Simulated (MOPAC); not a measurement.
A run for MOPAC: PM6 on CH3ITe (SMILES C[Te]I), a point of a torsion scan.

```
PM6 1SCF PRECISE CHARGE=0 THREADS=1
CH3ITe

C     -0.72909889 1    -0.04543753 1    -0.01393969 1
Te     0.91032800 1     1.35947791 1    -0.04689385 1
I      2.71928841 1    -0.36149484 1    -1.01710620 1
H     -0.87797299 1    -0.43630941 1     0.98454670 1
H     -1.62105759 1     0.48749912 1    -0.31702459 1
H     -0.54739475 1    -0.85630118 1    -0.70564145 1
```

Program output:

```
*******************************************************************************
 **                                                                           **
 **                              MOPAC v23.2.5                                **
 **                                                                           **
 *******************************************************************************
 ** MOPAC's Digital Object Identifier: https://doi.org/10.5281/zenodo.6511958 **
 **                                                                           **
 ** Please cite the open-source release paper for use of this MOPAC version:  **
 ** J. E. Moussa and J. J. P. Stewart (2026)                                  **
 ** MOPAC: An open-source semiempirical molecular orbital program             **
 ** J. Open Source Softw., 11(119), 8025, https://doi.org/10.21105/joss.08025 **
 *******************************************************************************

                              PM6 CALCULATION RESULTS

 *******************************************************************************
 *  PM6        - The PM6 Hamiltonian to be used
 *
 *
 *
 *                 CHARGE ON SYSTEM = 0
 *
 *
 *
 *  PRECISE    - TIGHTER CRITERIA TO BE USED
 *  1SCF       - DO 1 SCF AND THEN STOP
 *  THREADS=1  - MULTI-THREADING NOT USED
 *  T=         - A TIME OF 172800.0 SECONDS REQUESTED
 *  DUMP=N     - RESTART FILE WRITTEN EVERY 7200.0 SECONDS REQUESTED
 *******************************************************************************
PM6 1SCF PRECISE CHARGE=0 THREADS=1
 CH3ITe

   ATOM   CHEMICAL          X               Y               Z
  NUMBER   SYMBOL      (ANGSTROMS)     (ANGSTROMS)     (ANGSTROMS)

     1       C         -0.72909889  *  -0.04543753  *  -0.01393969  *
     2      Te          0.91032800  *   1.35947791  *  -0.04689385  *
     3       I          2.71928841  *  -0.36149484  *  -1.01710620  *
     4       H         -0.87797299  *  -0.43630941  *   0.98454670  *
     5       H         -1.62105759  *   0.48749912  *  -0.31702459  *
     6       H         -0.54739475  *  -0.85630118  *  -0.70564145  *



          CARTESIAN COORDINATES

    NO.       ATOM           X           Y           Z

     1         C         -0.7291     -0.0454     -0.0139
     2        Te          0.9103      1.3595     -0.0469
     3         I          2.7193     -0.3615     -1.0171
     4         H         -0.8780     -0.4363      0.9845
     5         H         -1.6211      0.4875     -0.3170
     6         H         -0.5474     -0.8563     -0.7056

 General Reference for PM6:
 "Optimization of Parameters for Semiempirical Methods V: Modification of NDDO Approximations
 and Application to 70 Elements", J. J. P. Stewart, J. Mol. Mod., 13, 1173-1213 (2007)
 URL: https://link.springer.com/article/10.1007/s00894-007-0233-4

           Empirical Formula: C H3 Te I  =     6 atoms



      MOLECULAR POINT GROUP   :   C1


      RHF CALCULATION, NO. OF DOUBLY OCCUPIED LEVELS = 10


 -------------------------------------------------------------------------------
 PM6 1SCF PRECISE CHARGE=0 THREADS=1
 CH3ITe



     1SCF WAS SPECIFIED, SO BFGS WAS NOT USED
     SCF FIELD WAS ACHIEVED


                              PM6 CALCULATION
                                                       MOPAC v23.2.5 Linux




          FINAL HEAT OF FORMATION =         12.79276 KCAL/MOL =      53.52490 KJ/MOL


          COSMO AREA              =        128.19 SQUARE ANGSTROMS
          COSMO VOLUME            =        121.71 CUBIC ANGSTROMS

          IONIZATION POTENTIAL    =          8.267011 EV
          HOMO LUMO ENERGIES (EV) =         -8.267 -1.838
          NO. OF FILLED LEVELS    =         10
          MOLECULAR WEIGHT        =        269.5392         POINT GROUP:  C1

          MOLECULAR DIMENSIONS (Angstroms)

            Atom       Atom       Distance
            H     5    I     3     4.47767
           Te     2    H     6     2.58392
            H     4    I     3     1.59461


          SCF CALCULATIONS        =          1





   ATOM   CHEMICAL          X               Y               Z
  NUMBER   SYMBOL      (ANGSTROMS)     (ANGSTROMS)     (ANGSTROMS)

     1       C         -0.72909889  *  -0.04543753  *  -0.01393969  *
     2      Te          0.91032800  *   1.35947791  *  -0.04689385  *
     3       I          2.71928841  *  -0.36149484  *  -1.01710620  *
     4       H         -0.87797299  *  -0.43630941  *   0.98454670  *
     5       H         -1.62105759  *   0.48749912  *  -0.31702459  *
     6       H         -0.54739475  *  -0.85630118  *  -0.70564145  *

                             CARTESIAN COORDINATES

   1    C       -0.729098890    -0.045437530    -0.013939690
   2   Te        0.910328000     1.359477910    -0.046893850
   3    I        2.719288410    -0.361494840    -1.017106200
   4    H       -0.877972990    -0.436309410     0.984546700
   5    H       -1.621057590     0.487499120    -0.317024590
   6    H       -0.547394750    -0.856301180    -0.705641450


           Empirical Formula: C H3 Te I  =     6 atoms



      MOLECULAR POINT GROUP   :   C1


                  EIGENVALUES
 -72.32105 -25.04690 -20.83236 -15.01392 -14.98937 -12.38019 -11.26918 -10.90295
  -9.94536  -8.26701  -1.83776   0.43288   5.10496   5.21204   6.24234 109.43912
 109.50093 109.87941 110.19421 110.20071


              NET ATOMIC CHARGES AND DIPOLE CONTRIBUTIONS

  ATOM NO.   TYPE          CHARGE      No. of ELECS.   s-Pop       p-Pop       d-Pop
    1          C          -0.650125        4.6501     1.05842     3.59171
    2         Te           0.109137        5.8909     1.93846     3.95240
    3          I          -0.079936        7.0799     1.95710     5.11354     0.00930
    4          H           0.206428        0.7936     0.79357
    5          H           0.204717        0.7953     0.79528
    6          H           0.209779        0.7902     0.79022
 DIPOLE           X         Y         Z       TOTAL
 POINT-CHG.    -1.306     0.177     0.363     1.367
 HYBRID         0.215    -0.948    -0.334     1.028
 SUM           -1.091    -0.771     0.029     1.336


          ATOMIC ORBITAL ELECTRON POPULATIONS

     Atom    s        px        py        pz      x^2-y^2     xz        z^2       yz        xy
    1  C   1.05842   1.16886   1.18128   1.24156
    2 Te   1.93846   0.85532   1.23299   1.86409
    3  I   1.95710   1.60665   1.62160   1.88528   0.00052   0.00164   0.00099   0.00155   0.00459
    4  H   0.79357
    5  H   0.79528
    6  H   0.79022

 **********************
 *                    *
 * JOB ENDED NORMALLY *
 *                    *
 **********************




 == MOPAC DONE ==
```

The run finished.

Cost: very roughly 0.020 core-seconds.
